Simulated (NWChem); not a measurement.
MoNHF4; SMILES [NH]=[Mo]([F])([F])([F])[F]

Program: NWChem. All runs use the structure optimised with PBE0/def2-SVP. No frequency run checked for a minimum. def2 effective core potentials on Mo; no spin-orbit coupling. Level MN15/def2-SVP: energy and gradient on several grids; changes count from the extra-fine grid, which is no exact limit either.

Question: Which is the coarsest grid (fine; coarse; xfine; xcoarse; medium) from which on the energy stays within 500 μHa and each gradient component within 500 μHa/bohr of xfine?

Answer: medium.
```csv
grid,size of the energy change (μHa),largest change of a gradient component (μHa/bohr)
xcoarse,50000,9000
coarse,900,300
medium,< 10,< 30
fine,< 10,< 30
xfine,< 10,< 30
```
